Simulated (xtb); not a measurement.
xtb input (GFN-FF):

```bash
xtb mol.xyz --gfnff --opt tight --chrg 0 --uhf 0
```
mol.xyz:
```
7

Se     0.00000000    -0.00000000    -0.00000000
H      1.56119827     0.00419942     0.00096520
H     -1.56119827    -0.00419942    -0.00096520
H     -0.00420244     1.56119085     0.00490646
H      0.00420244    -1.56119085    -0.00490646
H     -0.00095200    -0.00490904     1.56119621
H      0.00095200     0.00490904    -1.56119621
```

End of the output:

```
         :::::::::::::::::::::::::::::::::::::::::::::::::::::
         ::                     SUMMARY                     ::
         :::::::::::::::::::::::::::::::::::::::::::::::::::::
         :: total energy              -0.695070543641 Eh    ::
         :: gradient norm              0.000040251537 Eh/a0 ::
         ::.................................................::
         :: bond energy               -0.713355602137 Eh    ::
         :: angle energy               0.000000000000 Eh    ::
         :: torsion energy             0.000000000000 Eh    ::
         :: repulsion energy           0.026225181047 Eh    ::
         :: electrostat energy        -0.006239046607 Eh    ::
         :: dispersion energy         -0.001701075943 Eh    ::
         :: HB energy                  0.000000000000 Eh    ::
         :: XB energy                  0.000000000000 Eh    ::
         :: bonded atm energy          0.000000000000 Eh    ::
         :: external energy            0.000000000000 Eh    ::
         :: add. restraining           0.000000000000 Eh    ::
         :: total charge               0.000000000000 e     ::
         :::::::::::::::::::::::::::::::::::::::::::::::::::::

           -------------------------------------------------
          |                Property Printout                |
           -------------------------------------------------

molecular dipole:
                 x           y           z       tot (Debye)
 q only:        0.000       0.000       0.000       0.000
           -------------------------------------------------
          |                Geometry Summary                 |
           -------------------------------------------------

      molecular mass/u    :       85.0070331
   center of mass at/Å    :        0.0000000      -0.0000000      -0.0000000
  moments of inertia/u·Å² :        0.8473842E+01   0.8473842E+01   0.8473842E+01
rotational constants/cm⁻¹ :        0.1989373E+01   0.1989373E+01   0.1989373E+01

 * 6 selected distances

     #   Z          #   Z                                           value/Å
     1  34 Se       2   1 H                                       1.4497485
     1  34 Se       3   1 H                                       1.4497485
     1  34 Se       4   1 H                                       1.4497485
     1  34 Se       5   1 H                                       1.4497485
     1  34 Se       6   1 H                                       1.4497485 (min)
     1  34 Se       7   1 H                                       1.4497485 (max)

 * 1 distinct bonds (by element types)

   Z      Z             #   av. dist./Å        max./Å        min./Å
   1 H   34 Se          6     1.4497485     1.4497485     1.4497485

optimized geometry written to: xtbopt.xyz

           -------------------------------------------------
          | TOTAL ENERGY               -0.695070543641 Eh   |
          | GRADIENT NORM               0.000040251537 Eh/α |
Note: The following floating-point exceptions are signalling: IEEE_UNDERFLOW_FLAG IEEE_DENORMAL
normal termination of xtb
           -------------------------------------------------
########################################################################
[WARNING] Runtime exception occurred
-1- gfnff_setup: Could not read topology file.
########################################################################

------------------------------------------------------------------------
------------------------------------------------------------------------
 total:
 SCF:
 ANC optimizer:
```
